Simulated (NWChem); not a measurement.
CH₃F₂Ga; SMILES [CH3][Ga]([F])[F]

```xyz
7

Ga    -0.0008     0.0119     0.0011
F     -1.4333     1.0133    -0.0009
F      1.4459     0.9928    -0.0009
C     -0.0121    -1.9228    -0.0004
H      0.6155    -2.2977     0.8206
H      0.4064    -2.2881    -0.9497
H     -1.0372    -2.2989     0.1144
```
Atoms are numbered in this order, from 1.

Structure relaxed at the PBE0/def2-SVP level.

Question: List the 4 lowest vertical singlet excitations from B3LYP/6-31G* (spherical d), full TDDFT (NWChem).

Answer: 
| state | energy (eV) | oscillator strength | leading excitation (squared amplitude) |
|---|---|---|---|
| S1 | 7.08 | 0.020 | HOMO → LUMO+1 (0.98) |
| S2 | 7.37 | 0.220 | HOMO → LUMO (0.90) |
| S3 | 7.58 | 0.016 | HOMO−1 → LUMO (0.93) |
| S4 | 7.65 | 0.000 | HOMO−1 → LUMO+1 (0.84) |
